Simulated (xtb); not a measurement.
C2H2, charge +1, doublet, from a rough starting geometry (a state made from the parent by changing its charge; the spin is typed, not shown lowest); GFN2-xTB run with xtb.

The xtb input:
```
$ xtb mol.xyz --gfn 2 --chrg 1 --uhf 1 --opt vtight --json

# file mol.xyz
4

C      0.03883757    -0.00950021     0.61418957
C     -0.00430939     0.05942857    -0.65217056
H      0.02829580     0.02046842    -1.67354962
H      0.02733507    -0.03922679     1.68695079
```

What the program printed (banner, timings and long lists left out):

```
   ID    Z sym.   atoms
    1    6 C      1, 2
    2    1 H      3, 4

           -------------------------------------------------
          |                Calculation Setup                |
           -------------------------------------------------

           -------------------------------------------------
          |                 G F N 2 - x T B                 |
           -------------------------------------------------

          ...................................................
          :                      SETUP                      :
          :.................................................:
          :  # basis functions                  10          :
          :  # atomic orbitals                  10          :
          :  # shells                            6          :
          :  # electrons                         9          :
          :  max. iterations                   250          :
          :  Hamiltonian                  GFN2-xTB          :
          :  restarted?                      false          :
          :  GBSA solvation                  false          :
          :  PC potential                    false          :
          :  electronic temp.          300.0000000     K    :
          :  accuracy                    1.0000000          :
          :  -> integral cutoff          0.2500000E+02      :
          :  -> integral neglect         0.1000000E-07      :
          :  -> SCF convergence          0.1000000E-05 Eh   :
          :  -> wf. convergence          0.1000000E-03 e    :
          :  Broyden damping             0.4000000          :
          :  net charge                          1          :
          :  unpaired electrons                  1          :
          ...................................................

 iter      E             dE          RMSdq      gap      omega  full diag
   1     -4.7014459 -0.470145E+01  0.126E+01    6.51       0.0  T
   2     -4.7041792 -0.273332E-02  0.750E+00    6.44       1.0  T
   3     -4.7043849 -0.205629E-03  0.470E-01    6.35       1.0  T
   4     -4.7036943  0.690592E-03  0.476E-01    6.35       1.0  T
   5     -4.7047865 -0.109224E-02  0.813E-02    6.35       1.0  T
   6     -4.7047939 -0.737270E-05  0.382E-02    6.35       1.3  T
   7     -4.7047941 -0.221765E-06  0.845E-03    6.35       5.9  T
   8     -4.7047941 -0.577491E-09  0.910E-04    6.35      54.9  T
   9     -4.7047941 -0.475710E-09  0.214E-04    6.35     234.1  T

   *** convergence criteria satisfied after 9 iterations ***

         :::::::::::::::::::::::::::::::::::::::::::::::::::::
         ::                     SUMMARY                     ::
         :::::::::::::::::::::::::::::::::::::::::::::::::::::
         :: total energy              -4.585365268007 Eh    ::
         :: gradient norm              0.105836815309 Eh/a0 ::
         :: HOMO-LUMO gap              6.351391059169 eV    ::
         ::.................................................::
         :: SCC energy                -4.704794118436 Eh    ::
         :: -> isotropic ES            0.163017375221 Eh    ::
         :: -> anisotropic ES         -0.028982575005 Eh    ::
         :: -> anisotropic XC          0.017032433553 Eh    ::
         :: -> dispersion             -0.000504100818 Eh    ::
         :: repulsion energy           0.119428850430 Eh    ::
         :: add. restraining           0.000000000000 Eh    ::
         :: total charge               1.000000000000 e     ::
         :::::::::::::::::::::::::::::::::::::::::::::::::::::

      -----------------------------------------------------------
     |                   =====================                   |
     |                        A N C O P T                        |
     |                   =====================                   |
     |               Approximate Normal Coordinate               |
     |                Rational Function Optimizer                |
[...]
 * total energy  :    -4.5890456 Eh     change       -0.1587401E-04 Eh
 * total energy  :    -4.5890669 Eh     change       -0.2132674E-04 Eh
 * total energy  :    -4.5891165 Eh     change       -0.4959744E-04 Eh
 * total energy  :    -4.5848039 Eh     change        0.4312555E-02 Eh
 * total energy  :    -4.5892504 Eh     change       -0.4446434E-02 Eh
 * total energy  :    -4.5892993 Eh     change       -0.4895402E-04 Eh
 * total energy  :    -4.5893806 Eh     change       -0.8132341E-04 Eh
 * total energy  :    -4.5894094 Eh     change       -0.2873568E-04 Eh
 * total energy  :    -4.5894296 Eh     change       -0.2024033E-04 Eh
 * total energy  :    -4.5894306 Eh     change       -0.9392787E-06 Eh
 * total energy  :    -4.5894308 Eh     change       -0.2741776E-06 Eh
 * total energy  :    -4.5894308 Eh     change       -0.1327405E-07 Eh
   *** GEOMETRY OPTIMIZATION CONVERGED AFTER 18 ITERATIONS ***
         :: total energy              -4.589430846863 Eh    ::
[...]
         :: gradient norm              0.000070645351 Eh/a0 ::
         :: HOMO-LUMO gap              6.414119929739 eV    ::
         ::.................................................::
         :: SCC energy                -4.719459537205 Eh    ::
         :: -> isotropic ES            0.157537447831 Eh    ::
         :: -> anisotropic ES         -0.029158192398 Eh    ::
         :: -> anisotropic XC          0.015905038820 Eh    ::
         :: -> dispersion             -0.000500124918 Eh    ::
         :: repulsion energy           0.130028690342 Eh    ::
         :: add. restraining           0.000000000000 Eh    ::
         :: total charge               1.000000000023 e     ::
         :::::::::::::::::::::::::::::::::::::::::::::::::::::

           -------------------------------------------------
          |                Property Printout                |
           -------------------------------------------------

    * Orbital Energies and Occupations

         #    Occupation            Energy/Eh            Energy/eV
      -------------------------------------------------------------
         1        2.0000           -0.9782017             -26.6182
         2        2.0000           -0.8771125             -23.8674
         3        2.0000           -0.8241342             -22.4258
         4        1.9490           -0.8036487             -21.8684
         5        1.0510           -0.7980944             -21.7173 (HOMO)
         6                         -0.5623798             -15.3031 (LUMO)
         7                         -0.5458505             -14.8533
         8                         -0.2529396              -6.8828
         9                         -0.0597862              -1.6269
        10                          0.8532369              23.2178
      -------------------------------------------------------------
                  HL-Gap            0.2357146 Eh            6.4141 eV
             Fermi-level           -0.7405544 Eh          -20.1515 eV

     #   Z          covCN         q      C6AA      α(0)
     1   6 C        1.906     0.167    27.085     8.405
     2   6 C        1.906     0.167    27.085     8.405
     3   1 H        0.925     0.333     0.619     1.231
     4   1 H        0.925     0.333     0.619     1.231

 Mol. C6AA /au·bohr⁶  :        143.561365
 Mol. C8AA /au·bohr⁸  :       3775.563501
 Mol. α(0) /au        :         19.271319

Wiberg/Mayer (AO) data.
largest (>0.10) Wiberg bond orders for each atom

 ---------------------------------------------------------------------------
     #   Z sym  total        # sym  WBO       # sym  WBO       # sym  WBO
 ---------------------------------------------------------------------------
     1   6 C    3.510 --     2 C    2.637     4 H    0.821
     2   6 C    3.510 --     1 C    2.637     3 H    0.821
     3   1 H    0.882 --     2 C    0.821
     4   1 H    0.882 --     1 C    0.821
 ---------------------------------------------------------------------------

Topologies differ in total number of bonds
Writing topology from bond orders to xtbtopo.mol

molecular dipole:
                 x           y           z       tot (Debye)
 q only:        0.067      -0.070      -0.013
   full:        0.011       0.123      -0.010       0.315
molecular quadrupole (traceless):
                xx          xy          yy          xz          yz          zz
 q only:       -3.532      -0.034      -3.452       0.098      -0.108       6.984
  q+dip:       -5.463      -0.104      -5.115       0.151      -0.166      10.578
   full:       -4.462      -0.312      -3.467       0.114      -0.119       7.929

optimized geometry written to: xtbopt.xyz

           -------------------------------------------------
          | TOTAL ENERGY               -4.589430846863 Eh   |
          | GRADIENT NORM               0.000070645351 Eh/α |
          | HOMO-LUMO GAP               6.414119929739 eV   |
           -------------------------------------------------
```
